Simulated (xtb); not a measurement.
Input for xtb: GFN1-xTB on AsH5 (a complex), monomers drawn apart or pushed together.

```
$ xtb mol.xyz --gfn 1 --sp --chrg 0 --uhf 0
6

As    -0.01652219    -0.20099965    -0.24595522
H     -1.13293795     0.52466262     0.49771225
H      1.05462639     0.42673172     0.63978478
H     -0.13015301    -1.42010948     0.66334398
H     -0.31912008     0.13186912     5.47303311
H     -0.28815272     0.09337341     4.73024414
```

The log:

```
[...]
           -------------------------------------------------
          |                Calculation Setup                |
           -------------------------------------------------



molecular fragmentation (1/2 indicates fragments):
111122
# atoms in fragment 1/2:     4     2
 fragment masses (1/2) :       77.95        2.02
CMA distance (Bohr)    :  10.075
constraining FC (au)   :  0.0500

           -------------------------------------------------
          |                 G F N 1 - x T B                 |
           -------------------------------------------------

        Reference                      10.1021/acs.jctc.7b00118
      * Hamiltonian:
        H0-scaling (s, p, d)           1.850000    2.250000    2.000000
        zeta-weighting                 0.000000
      * Dispersion:
        s8                             2.400000
        a1                             0.630000
        a2                             5.000000
        s9                             0.000000
      * Repulsion:
        kExp                           1.500000
        rExp                           1.000000
      * Coulomb:
        alpha                          2.000000
        third order                    atomic
        anisotropic                    false
      * Halogen bond correction:
        rad-scale                      1.300000
        damping                        0.440000


          ...................................................
          :                      SETUP                      :
          :.................................................:
          :  # basis functions                  20          :
          :  # atomic orbitals                  19          :
          :  # shells                           13          :
          :  # electrons                        10          :
          :  # halogen bonds                     0          :
          :  max. iterations                   250          :
          :  Hamiltonian                  GFN1-xTB          :
          :  restarted?                      false          :
          :  GBSA solvation                  false          :
          :  PC potential                    false          :
          :  electronic temp.          300.0000000     K    :
          :  accuracy                    1.0000000          :
          :  -> integral cutoff          0.2500000E+02      :
          :  -> integral neglect         0.1000000E-07      :
          :  -> SCF convergence          0.1000000E-05 Eh   :
          :  -> wf. convergence          0.2000000E-04 e    :
          :  Broyden damping             0.4000000          :
          :  net charge                          0          :
          :  unpaired electrons                  0          :
          ...................................................

 iter      E             dE          RMSdq      gap      omega  full diag
   1     -4.9195385 -0.491954E+01  0.321E+00    6.59       0.0  T
   2     -4.9798671 -0.603286E-01  0.309E+00    6.13       1.0  T
   3     -5.0419430 -0.620759E-01  0.612E-01    6.28       1.0  T
   4     -5.0418391  0.103901E-03  0.193E-01    6.27       1.0  T
   5     -5.0421213 -0.282154E-03  0.575E-03    6.29       7.1  T
   6     -5.0421214 -0.137609E-06  0.235E-03    6.29      17.4  T
   7     -5.0421214 -0.261038E-07  0.784E-04    6.29      52.1  T
   8     -5.0421214 -0.326463E-08  0.270E-07    6.29  100000.0  T
   9     -5.0421214 -0.266454E-14  0.133E-07    6.29  100000.0  T

   *** convergence criteria satisfied after 9 iterations ***

         #    Occupation            Energy/Eh            Energy/eV
      -------------------------------------------------------------
         1        2.0000           -0.7098831             -19.3169
         2        2.0000           -0.5283700             -14.3777
         3        2.0000           -0.4746235             -12.9152
         4        2.0000           -0.4746219             -12.9151
         5        2.0000           -0.4230256             -11.5111 (HOMO)
         6                         -0.1919953              -5.2245 (LUMO)
         7                         -0.1919929              -5.2244
         8                         -0.0952001              -2.5905
         9                         -0.0799705              -2.1761
        10                         -0.0791286              -2.1532
       ...                                ...                  ...
        19                          0.7799477              21.2235
      -------------------------------------------------------------
                  HL-Gap            0.2310303 Eh            6.2867 eV
             Fermi-level           -0.3075104 Eh           -8.3678 eV

 SCC (total)                   0 d,  0 h,  0 min,  0.003 sec
 SCC setup                      ...        0 min,  0.000 sec (  2.755%)
 Dispersion                     ...        0 min,  0.000 sec (  1.151%)
 classical contributions        ...        0 min,  0.000 sec (  0.721%)
 integral evaluation            ...        0 min,  0.001 sec ( 24.362%)
 iterations                     ...        0 min,  0.001 sec ( 35.327%)
 molecular gradient             ...        0 min,  0.001 sec ( 32.580%)
 printout                       ...        0 min,  0.000 sec (  2.812%)

         :::::::::::::::::::::::::::::::::::::::::::::::::::::
         ::                     SUMMARY                     ::
         :::::::::::::::::::::::::::::::::::::::::::::::::::::
         :: total energy              -5.007589663330 Eh    ::
         :: gradient norm              0.036285312088 Eh/a0 ::
         :: HOMO-LUMO gap              6.286655795856 eV    ::
         ::.................................................::
         :: SCC energy                -5.042121440247 Eh    ::
         :: -> electrostatic           0.001520270202 Eh    ::
         :: repulsion energy           0.035208107861 Eh    ::
         :: dispersion energy         -0.000676330944 Eh    ::
         :: halogen bond corr.         0.000000000000 Eh    ::
         :: add. restraining           0.000000000000 Eh    ::
         :: total charge              -0.000000000000 e     ::
         :::::::::::::::::::::::::::::::::::::::::::::::::::::

           -------------------------------------------------
          |                Property Printout                |
           -------------------------------------------------

    * Orbital Energies and Occupations

         #    Occupation            Energy/Eh            Energy/eV
      -------------------------------------------------------------
         1        2.0000           -0.7098831             -19.3169
         2        2.0000           -0.5283700             -14.3777
         3        2.0000           -0.4746235             -12.9152
         4        2.0000           -0.4746219             -12.9151
         5        2.0000           -0.4230256             -11.5111 (HOMO)
         6                         -0.1919953              -5.2245 (LUMO)
         7                         -0.1919929              -5.2244
         8                         -0.0952001              -2.5905
         9                         -0.0799705              -2.1761
        10                         -0.0791286              -2.1532
        11                         -0.0791285              -2.1532
        12                         -0.0716507              -1.9497
        13                         -0.0681260              -1.8538
        14                         -0.0681259              -1.8538
        15                         -0.0613384              -1.6691
        16                          0.2632289               7.1628
       ...                                ...                  ...
        19                          0.7799477              21.2235
Note: The following floating-point exceptions are signalling: IEEE_DENORMAL
normal termination of xtb
      -------------------------------------------------------------
                  HL-Gap            0.2310303 Eh            6.2867 eV
             Fermi-level           -0.3075104 Eh           -8.3678 eV

  Mulliken/CM5 charges         n(s)   n(p)   n(d)
     1As    0.07595 -0.09854   1.802  3.057  0.065
     2H    -0.02540  0.03276   1.025  0.000  0.000
     3H    -0.02540  0.03276   1.025  0.000  0.000
     4H    -0.02540  0.03276   1.025  0.000  0.000
     5H    -0.00017 -0.00017   1.000  0.000  0.000
     6H     0.00042  0.00043   1.000  0.000  0.000

Wiberg/Mayer (AO) data.
largest (>0.10) Wiberg bond orders for each atom

 ---------------------------------------------------------------------------
     #   Z sym  total        # sym  WBO       # sym  WBO       # sym  WBO
 ---------------------------------------------------------------------------
     1  33 As   2.981 --     4 H    0.994     3 H    0.994     2 H    0.994
     2   1 H    1.000 --     1 As   0.994
     3   1 H    1.000 --     1 As   0.994
     4   1 H    1.000 --     1 As   0.994
     5   1 H    1.000 --     6 H    1.000
     6   1 H    1.000 --     5 H    1.000
 ---------------------------------------------------------------------------

Topologies differ in total number of bonds
Writing topology from bond orders to xtbtopo.mol

 dipole moment from electron density (au)
     X       Y       Z
  -0.0078   0.0066   0.1254  total (Debye):    0.320


           -------------------------------------------------
          | TOTAL ENERGY               -5.007589663330 Eh   |
          | GRADIENT NORM               0.036285312088 Eh/α |
          | HOMO-LUMO GAP               6.286655795856 eV   |
           -------------------------------------------------

------------------------------------------------------------------------
------------------------------------------------------------------------
 total:
 SCF:
```

The run finished.

Cost: very roughly 0.020 core-seconds.
